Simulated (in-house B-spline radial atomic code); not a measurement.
Configurations of Ca II (Ca+), with energies counted from [Ar] 4s1. All numbers are computed (non-relativistic M06-2X, spin-polarised, spherical fractional occupations, exact exchange averaged over the configuration; point nucleus) with a B-spline radial code for spherical atoms, not measured. Shells without spins written out take the highest spin.

Occupations are held fixed; configurations that lie above the ionisation limit could autoionise.

| configuration | E - E(ref) (eV) | highest orbital | its <r> (bohr) |
| --- | --- | --- | --- |
| [Ar] 4f1 | 6.9492 | 4f up | 8.011 |
| [Ne] 3s2 3p5 4s1 4p1 | 30.608 | 4p up | 3.712 |
| [He] 2s2 2p5 3s2 3p6 3d1 4s1 | 346.89 | 4s up | 3.454 |

(1) Order these further configurations by energy, lowest first.
A. [Ar] 4d1
B. [He] 2s2 2p5 3s2 3p6 4s2
C. [Ne] 3s1 3p6 4s1 5s1

Answers

(1) A (6.0145 eV), C (56.371 eV), B (350.27 eV).
